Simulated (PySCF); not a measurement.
Run record: geometry optimisation, TeMe4 (`C[Te](C)(C)C`).

Computed with PBE0-D3(BJ)/def2-SVP geometry optimisation, gas phase, def2 core potentials past Kr (PySCF 2.14.0). Start geometry: GFN2-xTB. A driver script takes a list of jobs; this job's settings line and coordinates (Å) are shown.

Input:
```
{"job": {"xc": "PBE0", "basis": "def2-SVP", "d3": "d3bj", "grid": 1, "maxiter": 30, "shake": 0.03, "kind": "geom"}, "charge": 0, "multiplicity": 1}
Te    -0.484440    -0.789680     0.023160
C     -0.295050    -0.374280     2.266280
H     -1.295240    -0.183490     2.734390
H      0.466000     0.502250     2.459760
H      0.158110    -1.249560     2.724900
C     -0.328860    -0.394910    -2.270190
H      0.354990     0.434600    -2.489740
H     -1.236100    -0.215760    -2.751600
H      0.109920    -1.274240    -2.678180
C      1.593690    -0.755150     0.028130
H      1.934100    -1.213080    -0.888610
H      1.978860    -1.292630     0.879750
H      1.867840     0.307460     0.024610
C     -1.184370     1.360700     0.013930
H     -0.247450     1.923880    -0.034460
H     -1.696320     1.625120     0.911610
H     -1.724210     1.588190    -0.893470
```

**Question.** Estimate the output.

**Answer.** 
```
step   0  E = -427.24916432  max force = 0.042196
step   1  E = -427.26282220  max force = 0.010248
step   2  E = -427.26427787  max force = 0.007793
step   3  E = -427.26469704  max force = 0.004530
step   4  E = -427.26479457  max force = 0.001359
step   5  E = -427.26483111  max force = 0.000913
step   6  E = -427.26487953  max force = 0.000452
step   7  E = -427.26492366  max force = 0.000495
step   8  E = -427.26493316  max force = 0.000574
step   9  E = -427.26493888  max force = 0.000260
optimisation converged
```

Energies in Eh; «max force» is the largest Cartesian gradient component in Eh/bohr.

**Question.** Give the first gradient maximum in eV/Å.

**Answer.** With 1 Eh/bohr = 51.422 eV/Å, 2.170 eV/Å.

**Question.** How much energy does the optimisation release, in kJ/mol?

**Answer.** E(step 0) − E(last step) = 0.015775 Eh, which is 41.4 kJ/mol.

In short: final energy -427.26494 Eh after 9 steps; dipole 0.61 D.

**Question.** Where do the atoms end?

**Answer.** 0.094 Å rms from the input after alignment:
```
atom  x, y, z in Å
Te1   -0.5196   -0.6785    0.0103
C2    -0.2492   -0.3312    2.2510
H3    -1.2348   -0.1467    2.7079
H4     0.4135    0.5227    2.4678
H5     0.1797   -1.2412    2.7007
C6    -0.2769   -0.3552   -2.2378
H7     0.3836    0.4956   -2.4724
H8    -1.2679   -0.1760   -2.6851
H9     0.1467   -1.2706   -2.6819
C10    1.6313   -0.8091    0.0002
H11    1.9505   -1.3263   -0.9133
H12    1.9578   -1.3394    0.9035
H13    2.0300    0.2149    0.0062
C14   -1.2187    1.3600    0.0025
H15   -0.3371    2.0157   -0.0192
H16   -1.7944    1.5424    0.9185
H17   -1.8230    1.5225   -0.8987
```

The run took 95 s wall on one thread, Intel Xeon Platinum 8488C (x86_64), no GPU (shared host), and the process peaked at 0.58 GiB of memory.
Labels such as C1 count atoms from 1, the log's own numbers from 0.
